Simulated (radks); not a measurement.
All-electron atom: Pb14+ in [Kr] 4d10 4f14 5s2 5p(1/2: 2, 3/2: 3) 5d(3/2: 1, 5/2: 0) (not the ground configuration). All-electron calculation, Dirac Kohn-Sham, BLYP, spin-unpolarised, spherical densities, finite nucleus; Fermi nuclear charge, rms radius 5.5012 fm. Program: a radial shooting solver on a logarithmic mesh with Libxc functionals.

X-ray form factor f0, the Fourier transform of the density (f0(0) = 68):

| sin(theta)/lambda (1/angstrom) | f0 (electrons) |
|---|---|
| 0.05 | 67.733 |
| 0.1 | 66.947 |
| 0.15 | 65.681 |
| 0.2 | 63.996 |
| 0.25 | 61.968 |
| 0.3 | 59.683 |
| 0.4 | 54.671 |
| 0.5 | 49.547 |
| 0.6 | 44.703 |
| 0.8 | 36.467 |
| 1 | 30.105 |
| 1.25 | 24.179 |
| 1.5 | 20.027 |
| 2 | 15.342 |
